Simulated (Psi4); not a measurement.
BF₃, charge +1, doublet, geometry from GFN2-xTB (a state made from the parent by changing its charge; the spin is typed, not shown lowest), atoms displaced at random by about 0.08 Å a coordinate; PBE0/cc-pVDZ, gradient run with Psi4.

Psi4 was given this input:
```
memory 2 GB

molecule {
1 2
B    -0.05218726   -0.03300812   -0.16800771
F    -0.91427605   -0.93280792   -0.02943810
F    -0.04161987    1.24032412   -0.50738048
F     1.06068224   -0.52116523    0.47946218
symmetry c1
no_reorient
no_com
}

set {
  basis cc-pvdz
  reference uks
}

gradient('pbe0')
print_variables()
```

What does Psi4 print? Leave out banner, timings and long lists.


```
gradient() will perform analytic gradient computation.

   => Loading Basis Set <=

    Name: CC-PVDZ
    Role: ORBITAL
    Keyword: BASIS

         ---------------------------------------------------------
                                   SCF
               by Justin Turney, Rob Parrish, Andy Simmonett
                          and Daniel G. A. Smith
                              UKS Reference
         ---------------------------------------------------------

  ==> Geometry <==

    Molecular point group: c1
    Full point group: C1

    Geometry (in Angstrom), charge = 1, multiplicity = 2:

       Center              X                  Y                   Z               Mass
    ------------   -----------------  -----------------  -----------------  -----------------
         B           -0.052187260000    -0.033008120000    -0.168007710000    11.009305360000
         F           -0.914276050000    -0.932807920000    -0.029438100000    18.998403162730
         F           -0.041619870000     1.240324120000    -0.507380480000    18.998403162730
         F            1.060682240000    -0.521165230000     0.479462180000    18.998403162730

  Running in c1 symmetry.

  Rotational constants: A =      0.40818  B =      0.29620  C =      0.17298 [cm^-1]
  Rotational constants: A =  12236.99678  B =   8879.84931  C =   5185.75240 [MHz]
  Nuclear repulsion =  111.524873760644070

  Charge       = 1
  Multiplicity = 2
  Electrons    = 31
  Nalpha       = 16
  Nbeta        = 15

  ==> Algorithm <==

  SCF Algorithm Type is DF.
  DIIS enabled.
  MOM disabled.
  Fractional occupation disabled.
  Guess Type is SAD.
  Energy threshold   = 1.00e-08
  Density threshold  = 1.00e-08
  Integral threshold = 1.00e-12

  ==> Primary Basis <==

  Basis Set: CC-PVDZ
    Blend: CC-PVDZ
    Number of shells: 24
    Number of basis functions: 56
    Number of Cartesian functions: 60
    Spherical Harmonics?: true
    Max angular momentum: 2

  ==> DFT Potential <==

   => LibXC <=

    Version 7.1.2
    S. Lehtola, C. Steigemann, M. J. T. Oliveira, and M. A. L. Marques,  SoftwareX 7, 1–5 (2018) (10.1016/j.softx.2017.11.002)

   => Composite Functional: PBE0 <=

    PBE0 Hyb-GGA Exchange-Correlation Functional

    C. Adamo and V. Barone,  J. Chem. Phys. 110, 6158 (1999) (10.1063/1.478522)
    M. Ernzerhof and G. E. Scuseria,  J. Chem. Phys. 110, 5029 (1999) (10.1063/1.478401)

    Deriv               =              1
    GGA                 =           TRUE
    Meta                =          FALSE

    Exchange Hybrid     =           TRUE
    MP2 Hybrid          =          FALSE

   => Exchange Functionals <=

    0.7500   Perdew, Burke & Ernzerhof

   => Exact (HF) Exchange <=

    0.2500               HF

   => Correlation Functionals <=

    1.0000   Perdew, Burke & Ernzerhof

   => LibXC Density Thresholds  <==

    XC_HYB_GGA_XC_PBEH:  1.00E-15

   => Molecular Quadrature <=

    Radial Scheme          =       TREUTLER
    Pruning Scheme         =           NONE
    Nuclear Scheme         =       TREUTLER

    Blocking Scheme        =         OCTREE
    BS radius alpha        =              1
    Pruning alpha          =              1
    Radial Points          =             75
    Spherical Points       =            302
    Total Points           =          87597
    Total Blocks           =            717
    Max Points             =            256
    Max Functions          =             56
    Weights Tolerance      =       1.00E-15

   => Loading Basis Set <=

    Name: (CC-PVDZ AUX)
    Role: JKFIT
    Keyword: DF_BASIS_SCF

  ==> Integral Setup <==

  SCF_SUBTYPE=INCORE selected. In-core MEM_DF algorithm will be used.
  Using in-core AOs.

  ==> MemDFJK: Density-Fitted J/K Matrices <==

    J tasked:                   Yes
    K tasked:                   Yes
    wK tasked:                   No
    Algorithm:                 Core
    Schwarz Cutoff:           1E-12
    Mask sparsity (%):       0.0000
    Fitting Condition:        1E-10

[...]
  @DF-UKS Final Energy:  -323.68994516399198
    Total Energy =                       -323.6899451639919221
[...]

         ------------------------------------------------------------
                                   SCF GRAD
                          Rob Parrish, Justin Turney,
                       Andy Simmonett, and Alex Sokolov
         ------------------------------------------------------------

  ==> Geometry <==

    Molecular point group: c1
    Full point group: C1

    Geometry (in Angstrom), charge = 1, multiplicity = 2:

       Center              X                  Y                   Z               Mass
    ------------   -----------------  -----------------  -----------------  -----------------
         B           -0.052187260000    -0.033008120000    -0.168007710000    11.009305360000
         F           -0.914276050000    -0.932807920000    -0.029438100000    18.998403162730
         F           -0.041619870000     1.240324120000    -0.507380480000    18.998403162730
         F            1.060682240000    -0.521165230000     0.479462180000    18.998403162730

  Nuclear repulsion =  111.524873760644070

  ==> Basis Set <==

  Basis Set: CC-PVDZ
    Blend: CC-PVDZ
    Number of shells: 24
    Number of basis functions: 56
    Number of Cartesian functions: 60
    Spherical Harmonics?: true
    Max angular momentum: 2

  ==> DFJKGrad: Density-Fitted SCF Gradients <==

    Gradient:                    1
    J tasked:                  Yes
    K tasked:                  Yes
    wK tasked:                  No
    Integrals threads:           1
    Schwarz Cutoff:          1E-12
    Fitting Condition:       1E-10

   => Auxiliary Basis Set <=

  Basis Set: (CC-PVDZ AUX)
    Blend: CC-PVDZ-JKFIT
    Number of shells: 96
    Number of basis functions: 280
    Number of Cartesian functions: 324
    Spherical Harmonics?: true
    Max angular momentum: 3

  ==> DFT Potential <==

   => LibXC <=

    Version 7.1.2
    S. Lehtola, C. Steigemann, M. J. T. Oliveira, and M. A. L. Marques,  SoftwareX 7, 1–5 (2018) (10.1016/j.softx.2017.11.002)

   => Composite Functional: PBE0 <=

    PBE0 Hyb-GGA Exchange-Correlation Functional

    C. Adamo and V. Barone,  J. Chem. Phys. 110, 6158 (1999) (10.1063/1.478522)
    M. Ernzerhof and G. E. Scuseria,  J. Chem. Phys. 110, 5029 (1999) (10.1063/1.478401)

    Deriv               =              1
    GGA                 =           TRUE
    Meta                =          FALSE

    Exchange Hybrid     =           TRUE
    MP2 Hybrid          =          FALSE

   => Exchange Functionals <=

    0.7500   Perdew, Burke & Ernzerhof

   => Exact (HF) Exchange <=

    0.2500               HF

   => Correlation Functionals <=

    1.0000   Perdew, Burke & Ernzerhof

   => LibXC Density Thresholds  <==

    XC_HYB_GGA_XC_PBEH:  1.00E-15

   => Molecular Quadrature <=

    Radial Scheme          =       TREUTLER
    Pruning Scheme         =           NONE
    Nuclear Scheme         =       TREUTLER

    Blocking Scheme        =         OCTREE
    BS radius alpha        =              1
    Pruning alpha          =              1
    Radial Points          =             75
    Spherical Points       =            302
    Total Points           =          87597
    Total Blocks           =            717
    Max Points             =            256
    Max Functions          =             56
    Weights Tolerance      =       1.00E-15

  -Total Gradient:
     Atom            X                  Y                   Z
    ------   -----------------  -----------------  -----------------
       1       -0.025766312694    -0.076563886526     0.000356049526
       2        0.045848115304     0.040170077348     0.003963368533
       3        0.000869088363     0.032355302328    -0.000762728994
       4       -0.020706631031     0.003787302188    -0.003802775045

  Variable Map:
  ----------------------------------------------------------------------------
[...]
  Array Variable Map:
  ----------------------------------------------------------------------------
[...]
[...]
```
